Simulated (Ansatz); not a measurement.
ZrO₂, SMILES [O]=[Zr]=[O], multiplicity 1.

Geometry optimised at B3LYP-D3(BJ)/def2-TZVP. The spin state was assumed, not searched. The isomer is the one that the SMILES or the coordinates give; other isomers of the formula were not compared. The def2 effective core potentials stand for the cores of Zr; spin–orbit coupling is left out.

Two levels are set side by side: PBE/def2-TZVPD (Ansatz, a first-principles code) and PBE0/def2-TZVPD (Ansatz). Energy differences of separate SCF runs at the same geometry; the states with an electron removed or added have multiplicity 2 and 2. Differences are taken from unrounded values.

```tsv
quantity	PBE0
vertical ionisation energy (eV)	9.01
vertical electron affinity (eV)	1.62
vertical singlet–triplet gap (eV)	2.01
```

### Question
What does PBE give, and how far is it from PBE0? (The exact figures need the calculation; the answer reports its results.)

### Answer

| quantity | PBE | PBE minus PBE0 |
|---|---|---|
| vertical ionisation energy (eV) | 8.98 | -0.03 |
| vertical electron affinity (eV) | 1.56 | -0.07 |
| vertical singlet–triplet gap (eV) | 2.00 | -0.01 |
